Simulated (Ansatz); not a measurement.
Species: CH3B3, SMILES `BB1B=C1` (charge 0, multiplicity 1), formula CH₃B₃.

Question: How many basis functions does Ansatz (a first-principles code) with frozen-core CCSD(T)/cc-pVTZ // PBE0-D3(BJ)/def2-TZVP use, how many core orbitals are frozen, and how many electrons are correlated?

Answer: 162 basis functions and 4 frozen orbitals, which leaves 16 correlated electrons. Core time is of the order of seconds.
